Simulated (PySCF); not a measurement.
Work out the structure from these simulated measurements.

Formula: C7H15N.

| Item | Value |
| --- | --- |
| Polarisability | 92.6 au [B3LYP/def2-SVPD] |
| Valence photoelectron | vertical ionisation energy: 8.47 eV [ΔSCF B3LYP/def2-SVPD] |
| Rotational structure | rotational constants A, B, C: 3.943, 1.342, 1.081 GHz [PBE0-D3(BJ)/def2-SVP] |
| 13C NMR | chemical shifts (computed TMS as zero) by class: 60.9 (1 C), 35.8 (2 C), 35.2 (1 C), 28.7 (1 C), 27.2 (2 C) ppm [GIAO CAM-B3LYP/pcSseg-1] |
| NMR, other nuclei | isotropic shieldings of nuclei other than C and H, by class: 207 (1 N) ppm [GIAO CAM-B3LYP/pcSseg-1] |
| UV, first state | lowest singlet excitation: 5.68 eV (218 nm, f = 0.005) [TDDFT B3LYP/def2-SVPD] |

The electronic properties come from PySCF, for the isolated species, density fitting. Levels stand in brackets. The structure is a single PBE0-D3(BJ)/def2-SVP conformer in the gas phase; no vibrational or solvent corrections. Each NMR value is the plain mean over a class of atoms that symmetry, rotation or inversion makes alike.

Problem. Give a SMILES that accounts for the data.

Solution. Numbering: `[CH3:1][NH:2][CH:3]1[CH2:4][CH2:5][CH2:6][CH2:7][CH2:8]1`. Its formula, C7H15N, gives 1 degree of unsaturation: 1 ring and 0 π bonds in the structure found. 7 carbons fall into 5 classes; from least to most shielded: ring sp3 carbon bound to nitrogen [C3] (60.9 ppm), ring CH2 carbon [C4/C8] (35.8 ppm, 2 C, up to 3.7 ppm apart in this geometry), N-methyl carbon [C1] (35.2 ppm), ring CH2 carbon [C6] (28.7 ppm), ring CH2 carbon [C5/C7] (27.2 ppm, 2 C). The other shieldings belong to: 207 ppm, secondary amine nitrogen [N2]. The first electron is taken from the HOMO, whose largest Löwdin shares are 0.59 on the secondary amine nitrogen, 0.10 on the N-methyl carbon, 0.09 on the sp3 carbon bound to nitrogen and 0.05 on a methyl hydrogen. The optimised geometry has point group C1 and is an asymmetric top. Structure: `CNC1CCCCC1`. Computed isomers that give other values at the same levels: `CN[C@H](C)C1(C)CC1` (rotational constant A: 3.128 GHz; this holds for the one conformer computed); `CC[C@@H]1CCCNC1` (rotational constant A: 3.303 GHz; this holds for the one conformer computed). The assignments are read from this structure; whether some other isomer fits the data as well wasn't checked.
